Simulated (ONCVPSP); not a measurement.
# Cd: from the effect back to the setting (ONCV)

Base potential:

Cd (Z = 48), optimised norm-conserving Vanderbilt (ONCV), made with ONCVPSP 4.0.1 (PBE, scalar-relativistic). Core [Kr] 4d10, reference 5s1.5 5p0.5. Waves: 5s: rc 2.25 bohr, ncon 4, nbas 8, qcut 2.7 1/bohr, local; 5p: rc 2.25 bohr, ncon 4, nbas 7, qcut 4.1 1/bohr, 1 projector. Local part: the s channel. Core correction: Teter function, fcfact 4.25, rcfact 1.55.

Cutoffs, loose and tight: the cutoffs (Ha) at which the residual kinetic energy of the hardest occupied pseudo-wave falls to 1 and 0.1 mHa per electron. They do not see the model core or the augmentation charge, which bear on the density cutoff. Test errors are all-electron minus pseudo excitation energies from the reference, over the configurations 5s2 5p0; 5s1 5p0; 5s1.5 5p0; 5s0 5p2; variants that change the core or the reference have their own tests.

Only the scale of all radii but the core radius (base = 1) is moved (1 further runs of the sweep failed or gave no value and are left out):

| scale of all radii but the core radius (base = 1) | cutoff, loose | cutoff, tight | bound ghosts | largest test error (meV) |
| --- | --- | --- | --- | --- |
| 0.85 | 20 Ha | 38 Ha | none | -100 |
| 0.92 | 7.4 Ha | 30 Ha | none | -100 |
| 1.02 | 7.2 Ha | 29 Ha | none | -100 |
| 1.09 | 5.0 Ha | 25 Ha | none | -100 |
| 1.25 | 3.8 Ha | 15 Ha | none | -99 |
| 1.32 | 3.6 Ha | 10 Ha | none | -99 |

**Question.** One more run gave cutoff, loose: 4.3 Ha; cutoff, tight: 22 Ha; bound ghosts: none; largest test error (meV): -100. Which value of the scale of all radii but the core radius (base = 1) was used?

**Answer.** 1.14. The loose cutoff moves one way along this sweep, from 20 Ha at 0.85 to 3.6 Ha at 1.32, which places the run between 1.09 and 1.25.
